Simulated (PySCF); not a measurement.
PySCF input for Si(Cl)2(Me)(OH) (CH4Cl2OSi), SMILES [Si](O)(Cl)(Cl)C, PBE/pcSseg-1. Geometry optimised at PBE-D3(BJ)/def2-SVP. The values are those of a single conformer.

```python
import numpy as np
from pyscf import gto, scf, dft
from pyscf.prop.nmr import rks as nmr

mol = gto.M(
    atom='''
    C    -1.12037158    1.74333073   -0.00000002
    Si    0.09649985    0.34401208   -0.00000000
    O     1.63174115    0.98336452   -0.00000002
    Cl   -0.17456807   -0.86989703   -1.66893914
    Cl   -0.17456807   -0.86989700    1.66893916
    H    -0.97659202    2.37146639    0.90137055
    H    -2.15586048    1.35163548   -0.00000002
    H    -0.97659201    2.37146636   -0.90137059
    H     2.36166122    0.33886070   -0.00000001
    ''',
    basis='pcSseg-1',
    charge=0,
    spin=0,
    max_memory=1600,
    verbose=3,
)
mf = dft.RKS(mol, xc='pbe')
mf.grids.level = 3
mf.conv_tol = 1e-10
mf.max_cycle = 100
mf.kernel()
n = nmr.NMR(mf)
n.verbose = 2
n.max_cycle_cphf = 60
sigma = n.kernel()
print('atom   isotropic/ppm   span/ppm')
for i, s in enumerate(sigma):
    w = np.linalg.eigvalsh((s + s.T) / 2)
    print(f'{mol.atom_symbol(i):2s}{i + 1:3d} {w.mean():14.3f} {w[2] - w[0]:11.3f}')
```

Output:

```
converged SCF energy = -1325.08734436964
atom   isotropic/ppm   span/ppm
C   1        173.004      23.815
Si  2        315.116      56.293
O   3        220.826      77.510
Cl  4        788.493     326.239
Cl  5        788.493     326.239
H   6         30.252      10.874
H   7         30.413       9.355
H   8         30.252      10.874
H   9         28.454      17.301
```

Self-consistency was reached.

Cost: about 18 core-seconds (a rough figure).
